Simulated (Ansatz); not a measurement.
Ansatz (an electronic-structure program) input (B3LYP-D3(BJ)/def2-TZVP):

Ansatz 0.2 input:
```yaml
crystal:
  periodic: [false, false, false]
  atoms:
    - {symbol: Si, position_ang: [-0.04660930, -0.06431628, 0.28258817]}
    - {symbol: C, position_ang: [1.80385045, 0.21809508, -0.08370592]}
    - {symbol: C, position_ang: [-0.70930291, -1.41465653, -0.89032694]}
    - {symbol: C, position_ang: [-1.04127834, 1.54412531, 0.12379211]}
    - {symbol: O, position_ang: [-0.26941731, -0.49443413, 1.84907812]}
    - {symbol: H, position_ang: [1.96022783, 0.59488517, -1.08895272]}
    - {symbol: H, position_ang: [2.37590873, -0.70139532, 0.00907783]}
    - {symbol: H, position_ang: [2.23289297, 0.93968046, 0.60539788]}
    - {symbol: H, position_ang: [-0.65903546, -1.10348688, -1.92835448]}
    - {symbol: H, position_ang: [-1.74680755, -1.64852010, -0.67027042]}
    - {symbol: H, position_ang: [-0.14138474, -2.33712957, -0.80184187]}
    - {symbol: H, position_ang: [-2.09028702, 1.37698965, 0.34516358]}
    - {symbol: H, position_ang: [-0.97472811, 1.95397019, -0.87873264]}
    - {symbol: H, position_ang: [-0.67734027, 2.29697962, 0.81524186]}
    - {symbol: H, position_ang: [0.13182347, -1.27930665, 2.21200500]}
basis:
  gaussian:
    orbitals: def2-TZVP
hamiltonian:
  xc: b3lyp
  dispersion: d3bj
relax: {f_tol: 0.002, max_steps: 150}
```

End of the output:

```
mean field -13204.66033968 eV, -485.2623170430 hartree, gradient 1.1e-5 eV, S^2 0.000000; 0 other end points of the search recorded, 0 dependent functions left out
the calculation of the forces begins
reference -13204.66064547 eV, -485.2623282806 hartree; 25, 25 occupied and 196, 196 virtual orbitals, 1392 factors
relax step   6: F+E_penalty+E_count = -13205.20521002 eV  Δ(F+E_penalty+E_count) = -3.382e-5 eV  max|allowed force component| = 1.093e-3 eV/Å  Δτ_max = 0.0029 Å  (31 SCF iters, accepted)
integrals: 0.15 GiB planned
1392 factors; their error is unknown
0.30 GiB of the device are held for the grids
1.21 GiB of device memory are held for the factors and their scratch space
mean field: 1.12 GiB planned
mean field evaluation 64: about -13204.6434 eV, gradient 1.1e0 eV
mean field -13204.66033968 eV, -485.2623170430 hartree, gradient 1.1e-5 eV, S^2 0.000000; 1 other end points of the search recorded, 0 dependent functions left out
the calculation of the forces begins
reference -13204.66064547 eV, -485.2623282806 hartree; 25, 25 occupied and 196, 196 virtual orbitals, 1392 factors
Total energy: -13205.20551581 eV, -485.2823518961 hartree
Atom 0 at    -0.047988    -0.062311     0.283505 Å, force     0.000403    -0.000538     0.000234 eV/Å
Atom 1 at     1.768645     0.226529    -0.077015 Å, force    -0.000341     0.000010     0.000669 eV/Å
Atom 2 at    -0.706903    -1.382752    -0.872256 Å, force    -0.000206     0.000028     0.000708 eV/Å
Atom 3 at    -1.021739     1.519540     0.113140 Å, force    -0.000458     0.000460     0.000491 eV/Å
Atom 4 at    -0.256534    -0.524759     1.868772 Å, force    -0.000769     0.001093     0.000250 eV/Å
Atom 5 at     1.915271     0.567719    -1.105030 Å, force    -0.000328    -0.000159    -0.000578 eV/Å
Atom 6 at     2.352597    -0.688841     0.050005 Å, force     0.000213    -0.000079    -0.000206 eV/Å
Atom 7 at     2.185008     0.984036     0.590499 Å, force     0.000423     0.000268    -0.000231 eV/Å
Atom 8 at    -0.611206    -1.073709    -1.916318 Å, force     0.000564     0.000346    -0.000274 eV/Å
Atom 9 at    -1.762639    -1.582939    -0.677057 Å, force    -0.000284    -0.000159    -0.000516 eV/Å
Atom 10 at    -0.161360    -2.323203    -0.758403 Å, force     0.000089    -0.000156    -0.000233 eV/Å
Atom 11 at    -2.077287     1.353663     0.337894 Å, force     0.000257    -0.000187     0.000111 eV/Å
Atom 12 at    -0.951448     1.915751    -0.902590 Å, force     0.000041    -0.000126    -0.000250 eV/Å
Atom 13 at    -0.648739     2.282710     0.799178 Å, force     0.000142    -0.000231    -0.000131 eV/Å
Atom 14 at     0.172835    -1.329956     2.165836 Å, force     0.000254    -0.000570    -0.000043 eV/Å
Dipole moment:     0.157723    -0.173152    -0.139273 e Å
```
